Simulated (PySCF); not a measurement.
Gas-phase equilibrium of 1 mol H₂S, 66 mol H₂ at 1600 K and 0.133 bar, among 9 species (S₂, S₆, H₂S₂, H, H₂S, SH, H₂, S₈, S). Only gases are allowed; each row takes one source of thermochemistry for all species, and Cantera finds the minimum.

Method: PySCF energies (xtb for GFN2) plus ideal-gas RRHO corrections (1 bar). † marks an energy on the PBE0/def2-TZVP geometry and frequencies; other levels use their own. MP2 freezes the core. Open shells (unrestricted) among the columns below: S₂ (multiplicity 3), H (multiplicity 2), SH (multiplicity 2, electronic degeneracy 4), S (multiplicity 3, electronic degeneracy 9); the rest are closed-shell singlets. GFN2 has no spin-polarisation term. Spin-orbit splitting is ignored; it lowers the true energy and changes the entropy of SH, S. B3LYP is the form with VWN-RPA correlation. No R ln 2 is added for the mirror-image form of H₂S₂. MP2 isn't extrapolated to the basis-set limit. The harmonic model lacks anharmonicity and excited electronic states, which grow with temperature; levels with a mode under 35 cm⁻¹ are left out. Internal rotation in H₂S₂ is treated as a harmonic vibration of one conformer, which makes the entropy rough.

Molecules larger than those listed are left out.

Mole fractions:

```csv
thermochemistry,x H₂,x H₂S,x S₂,x H,x SH,x S,x H₂S₂
B3LYP/def2-TZVP†,0.99,0.012,0.0010,0.00014,0.00061,1.0e-5,1.7e-7
GFN2-xTB,0.99,0.014,0.00032,1.6e-5,0.00060,8.4e-7,1.9e-6
M06-2X/def2-TZVP†,0.99,0.013,0.00057,0.00019,0.00039,6.2e-6,4.0e-7
MP2/def2-SVP†,0.98,0.014,0.00016,0.00090,0.00064,5.2e-5,2.5e-8
MP2/def2-TZVPP†,0.98,0.014,0.00026,0.00040,0.00027,7.6e-6,1.7e-7
ωB97M-V/def2-TZVP†,0.99,0.014,0.00015,0.00019,0.00027,2.9e-6,2.7e-7
```
The most sensitive of these is H₂S₂: it spans a factor of 10^1.9 over these rows; at this temperature one factor of ten is RT ln 10 = 31 kJ/mol.
